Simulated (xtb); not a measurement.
Cd(OH)(SeH) (CdH₂OSe), SMILES [OH][Cd][SeH]. All values are semi-empirical tight-binding results from xtb (GFN2-xTB unless named), good for trends rather than for accurate numbers. The structure is a stationary point at GFN2-xTB. One conformer was computed; it need not be the lowest.

For metal compounds this method's bond lengths and energies can be far off.

- orbital gap = 3.11 eV
- zero-point energy = 11.2 kcal/mol
- G − E(el) at 298.15 K (modified RRHO) = -8.8 kcal/mol
